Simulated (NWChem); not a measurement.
Molecule: C2H4FNSi; SMILES N#CC[SiH2]F

```xyz
9

N      0.6921    -2.5337    -0.2522
C      0.0065    -1.6670     0.0938
C     -0.8350    -0.5580     0.4952
Si    -0.3685     1.0885    -0.3111
F      1.0689     1.5587     0.2739
H     -0.7974    -0.4365     1.5909
H     -1.8846    -0.7783     0.2326
H     -1.3893     2.0964     0.0815
H     -0.2632     0.9372    -1.7840
```
Atoms are numbered in this order, from 1.

Results from NWChem. Medium grid unless said otherwise, to which SCAN and Minnesota functionals are sensitive. All runs use the structure optimised with PBE0/def2-SVP. Hybrids' shares of exact exchange are those that their runs print; pure functionals count as 0. The functionals differ in more than this share.

```csv
row,share of exact exchange,highest occupied level (eV)
PBE/def2-SVP,0.00,-7.61
B97-D/def2-SVP,0.00,-7.61
B3LYP/def2-SVP,0.20,withheld
PW6B95/def2-SVP,0.28,-9.07
MN15/def2-SVP,0.44,-9.67
```

### Question
Fit a straight line of the last column on the one before it, predict the withheld value, and compare with the run.

### Answer

1. Means of the 4 shown rows: x = 0.180, y = -8.490. Slope Σ(x − x̄)(y − ȳ)/Σ(x − x̄)² = -0.6816/0.1424 = -4.787; intercept -7.628.
2. The shown rows scatter about the line by 0.061 (root mean square); the largest residual is -0.10, at PW6B95/def2-SVP.
3. At x = 0.20 (B3LYP/def2-SVP; inside the shown range) the line gives -8.59.
4. The run gives -8.71, -0.12 from the line, 2.0 times the scatter.
